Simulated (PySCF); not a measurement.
Scalar relativity in Mg(2+) (magnesium, charge +2)

[Ne], closed-shell 1S; PBE calculated with PySCF 2.14 in dyall-av3z, once non-relativistic with a point nucleus and once with spin-free X2C-1e and a Gaussian nucleus.

```json
{"shell": "1s", "ε non-rel. (eV)": "-1277.7", "ε X2C (eV)": "-1279.8", "rms r non-rel. (bohr, spins averaged)": "0.1520", "rms r X2C (bohr, spins averaged)": "0.1515", "change of radius (%)": "-0.28"}
{"shell": "2s", "ε non-rel. (eV)": "-99.644", "ε X2C (eV)": "-99.949", "rms r non-rel. (bohr, spins averaged)": "0.7640", "rms r X2C (bohr, spins averaged)": "0.7622", "change of radius (%)": "-0.24"}
{"shell": "2p", "ε non-rel. (eV)": "-66.718", "ε X2C (eV)": "-66.694", "rms r non-rel. (bohr, spins averaged)": "0.7738", "rms r X2C (bohr, spins averaged)": "0.7735", "change of radius (%)": "-0.03"}
```

The total energy goes from -199.1116 to -199.4222 hartree.

Relativity contracts and stabilises s shells directly. The contracted s shells screen the nucleus better, so for spin-averaged p shells the direct and indirect effects partly cancel.
